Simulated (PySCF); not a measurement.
## Does the structure fit the spectrum?

A compound C₇H₁₂FP gives the data below (simulated from a calculation) and was assigned the structure `C=CC/P=C(\F)C(C)C`.

¹³C{¹H} NMR (computed): δ 242.8 (C), 150.0 (CH), 134.1 (CH), 39.3 (CH), 22.3 (CH3, 2C), 20.1 (CH3).

¹H NMR (400 MHz, computed): δ 6.67 (m, 1H), 6.58 (m, 1H), 3.46 (m, 1H), 2.19 (d, 3H), 1.24 (d, 6H).

- GFN2-xTB geometry
- shielding tensors at PBE0/pcSseg-1 (GIAO)
- code: PySCF 2.14
- fast rotation and ring inversion assumed for equivalent nuclei, no solvent, one computed conformer, relativity neglected

Referencing at the same level of theory: TMS for ¹H (σ = 31.72 ppm) and ¹³C (σ = 186.93 ppm).

(1) Compare with the shifts computed for the proposed structure, pairing carbons in order of shift.

(2) Which isomer fits?

## Answers

(1) Atoms are numbered as in `[CH2:1]=[CH:2][CH2:3]/[P:4]=[C:5](\[F:6])[CH:7]([CH3:8])[CH3:9]` (H(Xn): hydrogen on atom n).

```json
{"atom": "C5", "computed for proposal": "241.1", "given list": "242.8", "difference": "-1.7"}
{"atom": "C2", "computed for proposal": "141.5", "given list": "150.0", "difference": "-8.5"}
{"atom": "C1", "computed for proposal": "121.8", "given list": "134.1", "difference": "-12.3"}
{"atom": "C7", "computed for proposal": "41.8", "given list": "39.3", "difference": "+2.5"}
{"atom": "C3", "computed for proposal": "33.4", "given list": "22.3", "difference": "+11.1"}
{"atom": "C8", "computed for proposal": "23.6", "given list": "22.3", "difference": "+1.3"}
{"atom": "C9", "computed for proposal": "23.6", "given list": "20.1", "difference": "+3.5"}
```

The rms difference is 7.3 ppm and the largest -12.3 ppm at C1 (terminal =CH2 carbon). The carbon types in order of shift don't match either: C, CH, CH2, CH, CH2, CH3, CH3 for the proposal against C, CH, CH, CH, CH3, CH3, CH3 in the data. The proposal doesn't fit.

(2) SMILES C/C=C\P=C(\F)C(C)C.

δC 242.8: carbon double-bonded to a heavier main-group atom. δC 150.0, 134.1: alkene CH; an sp2 carbon of a C=C bond. δC 39.3: sp3 CH; aliphatic region, no heteroatom directly attached. δH 2.19: hydrogen on an allylic methyl carbon; allylic position.

This is the structure that produced the data.

Splittings by ¹⁹F and ³¹P in the carbon and heteronuclear signals aren't shown, as no couplings were computed. Shifts are as computed. Against solution values, carbons near 30 ppm lie about +3 ppm off and those near 130 ppm about +5 ppm. Of 1211 compounds with measured shifts, 218 miss one by over three times the rms of a fit or turn the order of signals round; such compounds aren't used in these exercises. Multiplicities follow the n + 1 count of equivalent neighbours, as no J values were calculated; m marks all less simple cases, F and P coupling included.
